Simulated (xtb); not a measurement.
C₂H₆Al, doublet, geometry from GFN2-xTB (such geometries of metal compounds can be far from the true shape) (the spin is typed, not shown lowest); xtb 6.7.1 with GFN0-xTB with ALPB(chcl3).

Here is a job for xtb.
```
$ xtb mol.xyz --gfn 0 --uhf 1 --alpb chcl3 --json

# file mol.xyz
9

Al     0.35199768    -0.19927276     0.39218526
C      1.16273168     0.29965867    -1.38755194
H      2.22627517     0.03493887    -1.43926309
H      1.09774163     1.37516455    -1.59155831
H      0.67263692    -0.20609115    -2.22804560
C     -1.59435430    -0.05530867     0.90665097
H     -2.23287698    -0.73254228     0.32682456
H     -1.99441749     0.95437693     0.75535734
H     -1.75559339    -0.30140102     1.96368260
```

Output, abridged:

```
   ID    Z sym.   atoms
    1   13 Al     1
    2    6 C      2, 6
    3    1 H      3-5, 7-9

           -------------------------------------------------
          |                Calculation Setup                |
           -------------------------------------------------

           -------------------------------------------------
          |                 G F N 0 - x T B                 |
           -------------------------------------------------

      * Solvation model:               ALPB
        Solvent                        chcl3
        Parameter file                 internal GFN-FF/ALPB
        Dielectric constant                4.8100E+00
        Reference state                gsolv [1 M gas/solution]
        Free energy shift                  3.3627E-03 Eh       2.1102E+00 kcal/mol
        Temperature                        2.9815E+02 K
        Density                            1.4900E+00 kg/L
        Solvent mass                       1.1938E+02 g/mol
        Interaction kernel             P16
        Born radius scaling (c1)           1.6026E+00
        Born radii integrator          GBOBC
        Born offset                        0.0000E+00 a0       0.0000E+00 AA
        H-bond correction              false
        Ion screening                  false
        Surface tension                    1.0000E-05 Eh       1.5569E+01 dyn/cm
        Grid points                               230 per atom

          ...................................................
          :                      SETUP                      :
          :.................................................:
          :  # basis functions                  30          :
          :  # atomic orbitals                  29          :
          :  # shells                           19          :
          :  # electrons                        17          :
          :  electronic temp.          300.0000000     K    :
          :  accuracy                    1.0000000          :
          :  -> integral cutoff          0.2500000E+02      :
          :  -> integral neglect         0.1000000E-07      :
          ...................................................

         :::::::::::::::::::::::::::::::::::::::::::::::::::::
         ::                     SUMMARY                     ::
         :::::::::::::::::::::::::::::::::::::::::::::::::::::
         :: total energy              -8.789892151568 Eh    ::
         :: total w/o Gsasa/hb        -8.783113028085 Eh    ::
         :: gradient norm              0.024239714620 Eh/a0 ::
         :: HOMO-LUMO gap              4.121114184174 eV    ::
         ::.................................................::
         :: H0 energy                 -8.850143834664 Eh    ::
         :: repulsion energy           0.120138155132 Eh    ::
         :: electrostat energy        -0.058386685213 Eh    ::
         :: -> Gsolv                   0.000000000000 Eh    ::
         ::    -> Gsasa               -0.010141872184 Eh    ::
         ::    -> Gshift               0.003362748702 Eh    ::
         :: dispersion energy         -0.001499786823 Eh    ::
         :: short-range corr.          0.000000000000 Eh    ::
         :: add. restraining           0.000000000000 Eh    ::
         :: total charge               0.000000000000 e     ::
         :::::::::::::::::::::::::::::::::::::::::::::::::::::

           -------------------------------------------------
          |                Property Printout                |
           -------------------------------------------------

    * Orbital Energies and Occupations

         #    Occupation            Energy/Eh            Energy/eV
      -------------------------------------------------------------
         1        2.0000           -0.6287140             -17.1082
         2        2.0000           -0.6229935             -16.9525
         3        2.0000           -0.5312302             -14.4555
         4        2.0000           -0.5301542             -14.4262
         5        2.0000           -0.5254910             -14.2993
         6        2.0000           -0.5244431             -14.2708
         7        2.0000           -0.4646140             -12.6428
         8        2.0000           -0.4284894             -11.6598
         9        1.0000           -0.3378851              -9.1943 (HOMO)
        10                         -0.1864369              -5.0732 (LUMO)
        11                         -0.1713543              -4.6628
        12                         -0.1697021              -4.6178
        13                         -0.1412522              -3.8437
        14                         -0.1352263              -3.6797
        15                         -0.1321961              -3.5972
        16                         -0.1312614              -3.5718
        17                         -0.1243781              -3.3845
        18                          0.0101289               0.2756
        19                          0.0296954               0.8081
        20                          0.0418705               1.1394
       ...                                ...                  ...
        29                          1.2669836              34.4764
      -------------------------------------------------------------
                  HL-Gap            0.1514482 Eh            4.1211 eV
             Fermi-level            0.0000000 Eh            0.0000 eV

     #   Z          covCN         q      C6AA      α(0)
     1  13 Al       1.665     0.331   239.024    36.210
     2   6 C        3.603    -0.612    40.601     9.304
     3   1 H        0.924     0.145     1.424     1.866
     4   1 H        0.924     0.150     1.391     1.844
     5   1 H        0.924     0.151     1.385     1.841
     6   6 C        3.603    -0.612    40.601     9.304
     7   1 H        0.924     0.150     1.391     1.844
     8   1 H        0.924     0.151     1.385     1.841
     9   1 H        0.924     0.145     1.424     1.866

 Mol. C6AA /au·bohr⁶  :       1199.325260
 Mol. C8AA /au·bohr⁸  :      57602.949730
 Mol. α(0) /au        :         65.920619

Wiberg/Mayer (AO) data.
largest (>0.10) Wiberg bond orders for each atom

 ---------------------------------------------------------------------------
     #   Z sym  total        # sym  WBO       # sym  WBO       # sym  WBO
 ---------------------------------------------------------------------------
     1  13 Al   2.005 --     6 C    0.842     2 C    0.842
     2   6 C    3.707 --     3 H    0.934     4 H    0.924     5 H    0.923
                             1 Al   0.842
     3   1 H    0.983 --     2 C    0.934
     4   1 H    0.981 --     2 C    0.924
     5   1 H    0.981 --     2 C    0.923
     6   6 C    3.707 --     9 H    0.934     7 H    0.924     8 H    0.923
                             1 Al   0.842
     7   1 H    0.981 --     6 C    0.924
     8   1 H    0.981 --     6 C    0.923
     9   1 H    0.983 --     6 C    0.934
 ---------------------------------------------------------------------------

Topologies differ in total number of bonds
Writing topology from bond orders to xtbtopo.mol

 dipole moment from electron density (au)
     X       Y       Z
   0.3070  -0.1738   0.3420  total (Debye):    1.249

           -------------------------------------------------
          | TOTAL ENERGY               -8.789892151568 Eh   |
          | GRADIENT NORM               0.024239714620 Eh/α |
          | HOMO-LUMO GAP               4.121114184174 eV   |
           -------------------------------------------------

normal termination of xtb
```
